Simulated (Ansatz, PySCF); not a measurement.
Stretching the O3–H4 bond in BeFHO (SMILES [OH][Be][F]) (multiplicity 1 held, fragments rigid). Energies count from the point at 0.954 Å.
Geometry at that point (charge 0, multiplicity 1):
```xyz
4

Be     0.02934     0.01482    -0.02556
F      0.98280     0.52801    -0.89505
O     -0.99865    -0.46737     0.82454
H     -0.97341    -1.07241     1.56141
```

Restricted levels (R-, RO-) in cc, def2 and unpolarised 6-31G sets keep to the state of the molecule at rest. Active spaces are followed from a long bond inwards. Levels need not reach the same state.

Correlated levels freeze the cores. Rows in 6-31G* carry no dispersion term and start afresh at each structure (6-31G* with six Cartesian d functions).

Codes used: Ansatz (Gaussian basis) for Hartree–Fock, density functionals and correlated methods; PySCF for 6-31G* rows. Each number belongs to the level named beside it.

### Question
Give the energy at R = 3.052 Å at the level CASSCF(4,3)/aug-cc-pVTZ.

### Answer
109.7 kcal/mol

### Question
Predict the energy at R = 3.052 Å from R-B3LYP/6-31G*.

### Answer
167.2 kcal/mol

### Question
Predict the energy at R = 3.052 Å from R-MP2/aug-cc-pVTZ.

### Answer
154.0 kcal/mol

Doubts at one or more of the structures used: a restricted determinant that unrestricted orbitals would lower (R-B3LYP/6-31G*, R-MP2/aug-cc-pVTZ); active orbitals that take no part (CASSCF(4,3)/aug-cc-pVTZ).

Ansatz is a first-principles code.
